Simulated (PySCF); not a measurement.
Delta-SCF ions had no search for a lower state. Excitations are Tamm–Dancoff values on a coarser integration grid. The basis has no diffuse functions, so Rydberg states are missing or too high.

CH$_{5}$NSi, SMILES `NC=[SiH2]` (H–N–C–Si torsion 152°) (charge 0, multiplicity 1)

Method: r2SCAN-D4/def2-TZVP (PySCF 2.14.0).

| Quantity | Value |
|---|---|
| HOMO | -4.56 eV |
| dipole moment | 3.40 D |
| LUMO | -1.79 eV |
| HOMO–LUMO gap | 2.77 eV |
| S1 excitation (TDA) | 4.94 eV |
| S1 oscillator strength | 0.006 |
| brightest of the four lowest singlets (TDA) | 5.06 eV |
| T1 excitation (TDA) | 1.71 eV |
| S1–T1 gap (TDA) | 3.23 eV |
| vertical ionisation energy (Delta-SCF) | 7.30 eV |
| total energy | -10483.39 eV |
| cost | very roughly 6 core-minutes |

```xyz
8

N     -1.3462     0.0864     0.0515
C     -0.1830    -0.4499    -0.3784
Si     1.3988     0.3232    -0.6730
H     -2.2342    -0.3103    -0.2082
H     -1.3669     1.0343     0.3901
H     -0.3073    -1.4629    -0.7614
H      2.4498    -0.7109    -0.4806
H      1.5890     1.4900     0.2400
```
